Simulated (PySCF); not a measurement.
Tb²⁺ (terbium, charge +2) across methods

[Xe] 4f8 6s1, high-spin 8F determinant (an excited configuration). Calculation: PySCF 2.14, in x2c-TZVPPall with one added diffuse shell each of s, p, d, f type (12s8p8d5f2g, 129 functions); the spin-free X2C one-electron Hamiltonian (Gaussian nucleus).

```csv
method,E (hartree),mean ε 4f α (eV),mean ε 4f β (eV),mean ε 6s α (eV),Σ⟨r²⟩ (bohr²),⟨S²⟩
PBE,-11707.51,-27.603,-22.789,-16.857,47.72,15.752
PBE0,-11707.43,-30.852,-25.396,-17.430,47.74,15.753
LDA,-11699.18,-27.898,-22.771,-17.139,47.62,15.752
UHF,-11703.60877,-39.905,-32.180,-18.703,48.24,15.755
```

(1) Estimate the same row for r2SCAN.

Spin-orbit coupling, absent here, splits the open shell strongly.

Results:

(1) E (hartree) = -11707.79; mean ε 4f α (eV) = -27.997; mean ε 4f β (eV) = -22.755; mean ε 6s α (eV) = -16.985; Σ⟨r²⟩ (bohr²) = 47.76; ⟨S²⟩ = 15.755.
